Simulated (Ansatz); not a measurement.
`[F][AlH][O][SiH3]` → `[AlH][O][SiH3]`• + F•  (homolysis of the Al–F bond)

Program: Ansatz. Geometries: PBE0-D4/def2-TZVP. ΔE: electronic, gas phase. CBS: MP2 limit from def2 TZ/QZ plus the TZ coupled-cluster correction, frozen cores. This one scheme is used for every species, atoms too. DFT in def2-TZVPP. Open shells (•) are unrestricted, without spin–orbit coupling. Spin–orbit coupling would lower the free atoms: a little for F. One conformer a species, not always the lowest.

| level | ΔE (kJ/mol) | difference from CCSD(T)/CBS |
| --- | --- | --- |
| revPBE-D4 | 637.1 | -45.1 |
| BLYP-D4 | 658.8 | -23.4 |
| r2SCAN0-D4 | 638.6 | -43.6 |
| B2PLYP | 664.6 | -17.6 |
| r2SCAN | 655.6 | -26.6 |
| HF/def2-TZVPP | 506.8 | -175.4 |
| MP2/def2-TZVPP | 692.5 | 10.3 |
| CCSD(T)/def2-TZVPP | 661.1 | -21.1 |
| MP2/def2-QZVPP | 705.7 | 23.5 |
| SCS-MP2/def2-QZVPP | 692.2 | 10.0 |
| CCSD(T)/CBS | 682.2 | 0 |

Largest T1 diagnostic among the species: 0.015.

From BLYP to BHLYP (50 % exact exchange), in def2-TZVPP and without D4, ΔE moves by −24.8 kJ/mol: exact exchange takes away binding that semilocal exchange gives to molecules. In def2-TZVPP, CCSD(T) changes the Hartree–Fock value by +154.3 kJ/mol (the triples alone add +8.4 kJ/mol) and MP2 by +185.7 kJ/mol; breaking electron pairs costs correlation energy, which Hartree–Fock lacks.

CCSD(T)/CBS has its own doubt, a few kJ/mol and more with outer-core shells, so smaller differences from it don't rank the levels.
